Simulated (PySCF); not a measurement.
Electric field gradients and quadrupole coupling constants

Compound: C₇H₁₁N.
Numbering: `[H]/[N:8]=[CH:7]\[CH2:6][C@@H:5]1[C:2](=[CH2:1])[CH2:3][CH2:4]1` (hydrogens: H9, H10 on C1; H11, H12 on C3; H13, H14 on C4; H15 on C5; H16, H17 on C6; H18 on C7; H19 on N8)

Structure used (PBE0-D3(BJ)/def2-SVP), in Å, numbered top down from 1:
```xyz
19
C7H11N angstrom
C     -2.2588   -1.0596    0.9331
C     -1.4412   -0.0262    0.7543
C     -1.6417    1.4549    0.5293
C     -0.2708    1.4684   -0.1879
C      0.0367    0.0827    0.4351
C      0.6869   -0.9927   -0.4222
C      2.0877   -0.6211   -0.8098
N      2.5435   -0.3974   -1.9707
H     -3.3366   -0.9168    1.0506
H     -1.8795   -2.0851    0.9691
H     -1.6219    2.0242    1.4736
H     -2.5293    1.7623   -0.0438
H     -0.3817    1.3962   -1.2807
H      0.4208    2.2903    0.0437
H      0.6129    0.2156    1.3696
H      0.7099   -1.9402    0.1454
H      0.0783   -1.1667   -1.3260
H      2.7925   -0.5064    0.0353
H      1.8002   -0.5322   -2.6679
```

Field gradients from the PBE0/pcSseg-1 density (PySCF, non-relativistic), principal values in atomic units, ordered |Vxx| ≤ |Vyy| ≤ |Vzz|:

| atom | Vxx | Vyy | Vzz |
| --- | --- | --- | --- |
| N8 | 0.2975 | 0.7025 | -1.0000 |

**Question.** Find the asymmetry η = (Vxx − Vyy)/Vzz and the couplings χ = eQV/h (234.96 MHz × Q in barn × V in au), with Q(14N) = 0.02044 b.

**Answer.** 
| atom | environment | nucleus | η | χzz (MHz) | χxx (MHz) | χyy (MHz) |
| --- | --- | --- | --- | --- | --- | --- |
| N8 | imine nitrogen | 14N | 0.40 | -4.803 | 1.429 | 3.374 |

**Question.** What is Vzz at N8 in SI units (1 au = 9.71736 × 10²¹ V/m²)?

**Answer.** -1.0000 au = -9.718 × 10²¹ V/m².

**Question.** And the gradient at the other heavy atoms, for which no coupling is worked out here?

**Answer.** 
```json
{"atom": "C1", "environment": "terminal =CH2 carbon", "Vzz (au)": "0.218", "η": "0.58"}
{"atom": "C2", "environment": "fully substituted alkene carbon", "Vzz (au)": "0.307", "η": "0.61"}
{"atom": "C3", "environment": "allylic carbon", "Vzz (au)": "-0.058", "η": "0.68"}
{"atom": "C4", "environment": "four-membered-ring carbon", "Vzz (au)": "-0.074", "η": "0.28"}
{"atom": "C5", "environment": "allylic carbon", "Vzz (au)": "-0.054", "η": "0.59"}
{"atom": "C6", "environment": "chain CH2 carbon", "Vzz (au)": "-0.044", "η": "0.20"}
{"atom": "C7", "environment": "imine carbon", "Vzz (au)": "0.425", "η": "0.26"}
```

**Question.** What couplings would deuterons (Q(2H) = 0.00286 b) have in place of the hydrogens, at this geometry?

**Answer.** 
| atom | bonded to | bond length (Å) | Vzz (au) | η | χzz (kHz) |
| --- | --- | --- | --- | --- | --- |
| H9 | C1 | 1.094 | 0.3080 | 0.06 | 207 |
| H10 | C1 | 1.094 | 0.3076 | 0.06 | 207 |
| H11 | C3 | 1.103 | 0.2883 | 0.02 | 194 |
| H12 | C3 | 1.100 | 0.2930 | 0.01 | 197 |
| H13 | C4 | 1.101 | 0.2899 | 0.01 | 195 |
| H14 | C4 | 1.099 | 0.2939 | 0.00 | 198 |
| H15 | C5 | 1.106 | 0.2799 | 0.05 | 188 |
| H16 | C6 | 1.105 | 0.2821 | 0.02 | 190 |
| H17 | C6 | 1.103 | 0.2816 | 0.03 | 189 |
| H18 | C7 | 1.106 | 0.2763 | 0.03 | 186 |
| H19 | N8 | 1.028 | 0.3634 | 0.01 | 244 |

Isolated species at its PBE0-D3(BJ)/def2-SVP geometry (one conformer only). With a basis this small, the couplings can be 20 % off.

These values come from a run that also computed NMR shieldings. Hardware: Arm Neoverse V2, one thread, shared host. Cost: 23 s wall.
